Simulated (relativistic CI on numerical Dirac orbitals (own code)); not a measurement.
## Ho⁴⁴⁺: computed level list

Method of calculation: Dirac-Coulomb-Breit CI, separate exchange-only KLI orbitals for each configuration, model QED (radiative potential, 1s self-energy scaled to tabulated hydrogen-like ionisation energies), unscaled Slater integrals (own radial code, finite nucleus).

CI space (outside the closed core [Ne]): 3s2 3p6 3d5, 3s2 3p5 3d6, 3s2 3p4 3d7, 3s 3p6 3d6, 3p6 3d7, 3s 3p5 3d7, 3s2 3p6 3d4 4s, 3s2 3p6 3d4 4p, 3s2 3p4 3d6 4s, 3s2 3p5 3d5 4s, 3s2 3p6 3d4 4f, 3p6 3d6 4s, 3s2 3p6 3d3 4s2, 3s2 3p6 3d4 5s, 3p6 3d5 4s2. Levels of other configurations are missing.

The lowest level is 3s2 3p6 3d5 4P_5/2, with 28 % of that term; Hund's rules for 3s2 3p6 3d5 give 6S with J = 5/2, of which the calculation keeps J, while another term leads.

| No. | Configuration | Term | J | E (cm⁻¹) | % | Landé g | jj configuration (%) |
| --- | --- | --- | --- | --- | --- | --- | --- |
| 1 | 3s2 3p6 3d5 | 4P | 5/2 | 0 | 28 | 1.352 | 3d5/2 (92) |
| 2 | 3s2 3p6 3d5 | 6S | 5/2 | 267458 | 38 | 1.331 | 3d3/2^3 3d5/2^2 (87) |
| 3 | 3s2 3p6 3d5 | 4G | 7/2 | 356617 | 35 | 1.154 | 3d3/2^3 3d5/2^2 (99) |
| 4 | 3s2 3p6 3d5 | 4D | 3/2 | 365775 | 39 | 1.190 | 3d3/2^3 3d5/2^2 (97) |
| 5 | 3s2 3p6 3d5 | 2H | 11/2 | 369520 | 42 | 1.112 | 3d3/2^3 3d5/2^2 (98) |
| 6 | 3s2 3p6 3d5 | 4G | 9/2 | 405030 | 33 | 1.137 | 3d3/2^3 3d5/2^2 (95) |
| 7 | 3s2 3p6 3d5 | 4D | 5/2 | 426134 | 32 | 1.141 | 3d3/2^3 3d5/2^2 (91) |
| 8 | 3s2 3p6 3d5 | 4P | 1/2 | 442443 | 48 | 1.846 | 3d3/2^3 3d5/2^2 (86) |
| 9 | 3s2 3p6 3d5 | 2F | 7/2 | 463877 | 39 | 1.087 | 3d3/2^3 3d5/2^2 (96) |
| 10 | 3s2 3p6 3d5 | 2D | 3/2 | 564943 | 58 | 0.796 | 3d3/2^3 3d5/2^2 (82) |
| 11 | 3s2 3p6 3d5 | 2D | 5/2 | 617033 | 29 | 1.271 | 3d3/2^2 3d5/2^3 (86) |
| 12 | 3s2 3p6 3d5 | 4D | 7/2 | 676819 | 52 | 1.210 | 3d3/2^2 3d5/2^3 (98) |
| 13 | 3s2 3p6 3d5 | 2I | 11/2 | 684321 | 51 | 1.083 | 3d3/2^2 3d5/2^3 (98) |
| 14 | 3s2 3p6 3d5 | 4G | 9/2 | 698073 | 58 | 1.141 | 3d3/2^2 3d5/2^3 (95) |
| 15 | 3s2 3p6 3d5 | 2I | 13/2 | 723244 | 100 | 1.068 | 3d3/2^2 3d5/2^3 (100) |
| 16 | 3s2 3p6 3d5 | 4D | 1/2 | 723697 | 77 | 0.496 | 3d3/2^2 3d5/2^3 (96) |
| 17 | 3s2 3p6 3d5 | 4P | 3/2 | 730924 | 52 | 1.173 | 3d3/2^2 3d5/2^3 (95) |
| 18 | 3s2 3p6 3d5 | 2F | 5/2 | 745350 | 41 | 1.021 | 3d3/2^2 3d5/2^3 (95) |
| 19 | 3s2 3p6 3d5 | 2H | 9/2 | 783011 | 53 | 1.099 | 3d3/2^2 3d5/2^3 (100) |
| 20 | 3s2 3p6 3d5 | 2G | 7/2 | 803147 | 61 | 0.982 | 3d3/2^2 3d5/2^3 (99) |
| 21 | 3s2 3p6 3d5 | 4F | 5/2 | 813518 | 62 | 1.043 | 3d3/2^2 3d5/2^3 (97) |
| 22 | 3s2 3p6 3d5 | 2D | 3/2 | 826291 | 87 | 0.834 | 3d3/2^2 3d5/2^3 (82) |
| 23 | 3s2 3p6 3d5 | 2G | 7/2 | 861211 | 45 | 1.037 | 3d3/2^2 3d5/2^3 (93) |
| 24 | 3s2 3p6 3d5 | 4P | 1/2 | 861840 | 37 | 1.785 | 3d3/2^2 3d5/2^3 (77) |
| 25 | 3s2 3p6 3d5 | 2G | 9/2 | 924930 | 75 | 1.104 | 3d3/2^2 3d5/2^3 (94) |
| 26 | 3s2 3p6 3d5 | 4P | 5/2 | 1016410 | 31 | 1.256 | 3d3/2 3d5/2^4 (83) |
| 27 | 3s2 3p6 3d5 | 2P | 3/2 | 1038855 | 73 | 1.179 | 3d3/2^2 3d5/2^3 (95) |
| 28 | 3s2 3p6 3d5 | 2D | 5/2 | 1057418 | 64 | 1.129 | 3d3/2^2 3d5/2^3 (74) |
| 29 | 3s2 3p6 3d5 | 4F | 7/2 | 1086584 | 30 | 1.183 | 3d3/2 3d5/2^4 (98) |
| 30 | 3s2 3p6 3d5 | 2H | 11/2 | 1101569 | 56 | 1.065 | 3d3/2 3d5/2^4 (99) |
| 31 | 3s2 3p6 3d5 | 2D | 3/2 | 1110465 | 31 | 0.954 | 3d3/2 3d5/2^4 (96) |
| 32 | 3s2 3p6 3d5 | 2G | 9/2 | 1157723 | 60 | 1.110 | 3d3/2 3d5/2^4 (94) |
| 33 | 3s2 3p6 3d5 | 2D | 5/2 | 1189422 | 66 | 1.110 | 3d3/2 3d5/2^4 (82) |
| 34 | 3s2 3p6 3d5 | 2G | 7/2 | 1213913 | 57 | 0.997 | 3d3/2 3d5/2^4 (95) |
| 35 | 3s2 3p6 3d5 | 2P | 1/2 | 1278789 | 58 | 1.173 | 3d3/2 3d5/2^4 (86) |
| 36 | 3s2 3p6 3d5 | 2D | 3/2 | 1384721 | 74 | 0.875 | 3d3/2 3d5/2^4 (92) |
| 37 | 3s2 3p6 3d5 | 2D | 5/2 | 1495812 | 44 | 1.145 | 3d5/2^5 (91) |
| 38 | 3s2 3p5 3d6 | 6F° | 11/2 | 2490297 | 45 | 1.315 | 3p3/2^3 3d5/2^2 (89) |
| 39 | 3s2 3p5 3d6 | 4P° | 5/2 | 2548235 | 32 | 1.311 | 3p3/2^3 3d5/2^2 (93) |
| 40 | 3s2 3p5 3d6 | 4F° | 9/2 | 2560206 | 42 | 1.299 | 3p3/2^3 3d5/2^2 (90) |
| 41 | 3s2 3p5 3d6 | 4D° | 7/2 | 2589240 | 46 | 1.321 | 3p3/2^3 3d5/2^2 (91) |
| 42 | 3s2 3p5 3d6 | 2P° | 1/2 | 2626289 | 37 | 1.254 | 3p3/2^3 3d5/2^2 (92) |
| 43 | 3s2 3p5 3d6 | 2P° | 3/2 | 2749651 | 38 | 1.388 | 3p3/2^3 3d5/2^2 (78) |
| 44 | 3s2 3p5 3d6 | 4D° | 7/2 | 2752631 | 29 | 1.202 | 3p3/2^3 3d5/2^2 (95) |
| 45 | 3s2 3p5 3d6 | 6F° | 9/2 | 2804205 | 54 | 1.379 | 3p3/2^3 3d3/2^3 3d5/2^3 (90) |

Energies count from the lowest computed level; ° marks odd parity. Filled j subshells are mostly left out of the jj labels.

The mean weight of the leading LS term, summed over parents, in these 45 levels is 50 %, and that of the leading jj configuration (from the same eigenvectors) 92 %, so jj coupling describes them better and the LS labels are nominal.

At this charge energies of transitions that change n are usually good to better than 1 %, and those within a shell (Δn = 0) to a few per cent.

LS names give the leading component of a level, which can be under half, so a name can repeat, a term be missing and a line seem to break the LS rules.
